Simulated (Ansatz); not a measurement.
Species: BH₃S₃, charge 0, singlet. BH3S3 (borotrithioic acid, SMILES SB(S)S).
B3LYP-D3(BJ)/def2-TZVP minimum from Ansatz (a program for electronic structure):
```xyz
7

B      0.0084     0.0087    -0.0030
S     -1.6917    -0.6211     0.0157
H     -1.4397    -1.7751     0.6562
S      0.2205     1.6217    -0.7966
H      1.5453     1.7429    -0.6206
S      1.3148    -0.9903     0.7474
H      2.3568    -0.1757     0.5149
```

Quantity: atomisation energy (electronic, to ground-state atoms), in kcal/mol. Open shells are spin-unrestricted; no spin-orbit coupling. CBS(X,Y): correlation extrapolated as X^-3, Hartree-Fock from the larger set. A bracket is a step between two methods taken in the basis named. The functionals are non-relativistic, so their misses hold any scalar relativity. 'core' is core correlation in cc-pwCVTZ (1s frozen past Ne), 'X2C' scalar relativity in cc-pVTZ-DK, both at CCSD(T). For partners of very few electrons the exact lower level stands in for a higher one.

CCSD(T)/CBS(cc-pV(T+d)Z,cc-pV(Q+d)Z) + [CCSDT(Q) - CCSD(T)]/cc-pV(D+d)Z + core + X2C (Ansatz) gives 547.0 kcal/mol.

Q: How far off this value is PBE/def2-TZVPD (Ansatz), in which direction, and which of these levels come nearer: r2SCAN/def2-TZVPD, B3LYP/def2-TZVPD, PBE0/def2-TZVPD, wB97M-V/def2-TZVPD, CCSD(T)/CBS(cc-pV(T+d)Z,cc-pV(Q+d)Z) + core + X2C?

A: PBE gives 555.1 kcal/mol, 8.1 kcal/mol above it. Differences of the others: r2SCAN/def2-TZVPD (Ansatz) 5.2; B3LYP/def2-TZVPD (Ansatz) -12.9; PBE0/def2-TZVPD (Ansatz) -1.0; wB97M-V/def2-TZVPD (Ansatz) 4.1; CCSD(T)/CBS(cc-pV(T+d)Z,cc-pV(Q+d)Z) + core + X2C (Ansatz) -0.7 kcal/mol. Nearer than PBE: r2SCAN/def2-TZVPD, PBE0/def2-TZVPD, wB97M-V/def2-TZVPD, CCSD(T)/CBS(cc-pV(T+d)Z,cc-pV(Q+d)Z) + core + X2C.
